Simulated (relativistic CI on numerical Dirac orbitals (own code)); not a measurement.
Hyperfine structure of W LI, mass number 183

Computed by Dirac-Coulomb-Breit CI, orbitals from a KLI potential per configuration, model QED (radiative potential, 1s self-energy scaled to tabulated hydrogen-like ionisation energies), unscaled Slater integrals (own radial code, finite nucleus).

CI space (outside the closed core [Ne]): 3s2.3p6.3d6, 3s2.3p5.3d7, 3s2.3p4.3d8, 3s.3p6.3d7, 3p6.3d8, 3s.3p5.3d8, 3s2.3p6.3d5.4s, 3s2.3p6.3d5.4p, 3s2.3p4.3d7.4s, 3s2.3p6.3d5.4d, 3s2.3p5.3d6.4s, 3s2.3p6.3d5.4f, 3s2.3p6.3d4.4s2, 3s.3p6.3d6.4s, 3p6.3d7.4s, 3p6.3d7.4p. Levels of other configurations are missing.

Nuclear spin I = 1/2, μ = 0.11739 μN (tables of Stone and Pyykkö). The electronic factors are computed for point nuclear moments, without core polarisation or the Bohr-Weisskopf and QED corrections.

```
           Level   E (eV)  A (MHz)
3s2.3p6.3d6 5D_3  62.8879     6171
3s2.3p6.3d6 3G_5  72.6838    11700
3s2.3p6.3d6 3H_6  72.7116    12990
3s2.3p6.3d6 3P_1  95.6200     6811
```

Levels with J = 0, under 50 % of one LS term, or S terms without an open s electron are left out. Small factors come from cancelling terms and can be off by tens of per cent or more.

At this charge energies of transitions that change n are usually good to better than 1 %, and those within a shell (Δn = 0) to a few per cent.

Problem. Give the hyperfine levels of 3s2.3p6.3d6 5D_3 relative to its centre of gravity.

Solution. With K = F(F + 1) − I(I + 1) − J(J + 1), E = AK/2: F = 5/2: -12340, F = 7/2: 9257 MHz.

LS names give the leading component of a level, which can be under half, so a name can repeat, a term be missing and a line seem to break the LS rules.
